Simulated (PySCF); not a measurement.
## Calculated data, AlH₃N

Computed with PySCF 2.14.0. Calculation on a computer-drawn molecule: optimised geometry and harmonic frequencies of an isolated molecule of the commonest isotopes, restricted reference for singlets and unrestricted otherwise, frozen core in MP2.

```yaml
- formula: AlH3N
  start_structure:
    atoms_angstrom:
      - ["N", -0.0312, 2.9083, 0.9518]
      - [Al, 0.66, 2.4755, -0.5486]
      - [H, -0.812, 3.5337, 1.0761]
      - [H, 0.2771, 2.5788, 1.8533]
      - [H, 1.2822, 2.0862, -1.8995]
  given:
    charge: 1
    multiplicity: 1
    method: MP2
    basis: "cc-pV(D+d)Z"
    drawn_bonds_atom: [1, 1, 1, 2]
    drawn_bonds_other_atom: [2, 3, 4, 5]
    drawn_bonds_order: [1, 1, 1, 1]
  results:
    optimised_atom_element: ["N", Al, H, H, H]
    "optimised_atom_x [angstrom]": [-0.0334, 0.6645, -0.8258, 0.2824, 1.288]
    "optimised_atom_y [angstrom]": [2.91, 2.473, 3.545, 2.573, 2.082]
    "optimised_atom_z [angstrom]": [0.9569, -0.558, 1.078, 1.869, -1.913]
    "modes_frequency [cm^-1]": [360.0, 382.4, 497.1, 666.7, 912.9, 1519, 2130, 3556, 3647]
    "modes_reduced_mass [dalton]": [1.334, 1.082, 1.095, 1.263, 6.332, 1.097, 1.05, 1.052, 1.094]
    "rotational_constants [GHz]": [358.4, 13.32, 12.85]
    "total_energy [hartree]": -298.0977
    "convergence_status_largest_gradient_component [hartree/bohr]": 3.958e-05
```
